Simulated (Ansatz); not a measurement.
K17, relaxed as a doublet with UKS PBE/def2-SVP in Ansatz, starting from packed atoms. Force threshold 0.03 eV/Å.

Single mean-field runs in def2-SVP are fitted with def2-universal-jkfit. The structure comes from a short search, and lower isomers may exist.

Start:

```xyz
17

K    -1.949   -5.759    1.416
K    -1.574    1.844    0.236
K    -3.024    4.984    2.471
K    -1.225    3.301   -3.245
K     1.480    4.413   -0.456
K     0.576    2.423    4.937
K    -4.357    0.899   -2.686
K     3.009   -3.317   -4.266
K    -0.533   -1.448   -3.841
K    -0.479   -1.475    3.084
K     2.387    1.109    1.792
K    -2.923   -2.401   -0.759
K     2.432    1.214   -2.651
K     3.617   -2.912    2.970
K     5.387   -0.344   -0.665
K    -4.344   -0.015    2.096
K     1.518   -2.514   -0.435
```

```tsv
step	energy (eV)	largest force component (eV/Å)	SCF passes
1	-277386.4467	0.395	94
2	-277386.6774	0.315	67
3	-277387.0626	0.175	76
4	-277387.3249	0.133	136
5	-277387.4720	0.106	79
6	-277387.5845	0.086	105
7	-277387.6736	0.078	62
8	-277387.7401	0.076	54
9	-277387.7950	0.068	55
10	-277387.8415	0.054	55
11	-277387.8798	0.034	65
12	-277387.9101	0.017	84
13	-277387.9209	0.010	65
14	-277387.9238	0.007	57
15	-277387.9241	0.008	59
```

Force components are those of the run's own axes.

End:

```xyz
17

K    -0.5728   -5.7984    2.0567
K    -0.8190    0.9280    0.0233
K    -3.2488    4.7400    0.6644
K    -1.1703    3.7709   -3.4266
K     1.3206    4.8370    0.2493
K    -0.8027    2.8621    4.0458
K    -4.6778    1.2088   -1.9536
K     3.2111   -2.1917   -4.7792
K    -0.9904   -0.6919   -4.1937
K    -0.5885   -1.6715    3.7681
K     3.0821    0.7930    2.1213
K    -3.3174   -2.8673    0.0005
K     2.9192    1.6330   -2.4957
K     3.4373   -3.5910    2.9681
K     5.5018   -1.6193   -0.7521
K    -4.5262    0.6487    2.5840
K     1.2419   -2.9903   -0.8806
```

Bonds lost: K9–K12, K10–K17, K11–K17, K13–K17 (atoms count from 1). Bonds formed: K1–K14, K2–K6, K2–K9, K2–K17, K3–K4, K3–K5, K3–K7, K3–K16 (atoms count from 1). Metal–metal contacts that move far: K6–K11 3.86 to 4.80 Å, K9–K13 4.16 to 4.86 Å, K5–K11 4.10 to 4.79 Å, K10–K11 4.07 to 4.72 Å, K1–K17 5.10 to 4.45 Å, K7–K12 4.08 to 4.72 Å.

The force fell under the threshold at step 12, but the optimiser went on and released 0.014 eV more. No frequencies were taken in this run, so the end may be a saddle point.

Run time 2.3 min (2 threads of AMD EPYC 7R13 on a shared host and a share (18 GiB) of an NVIDIA H100 80GB HBM3), peak host memory 1.1 GiB.
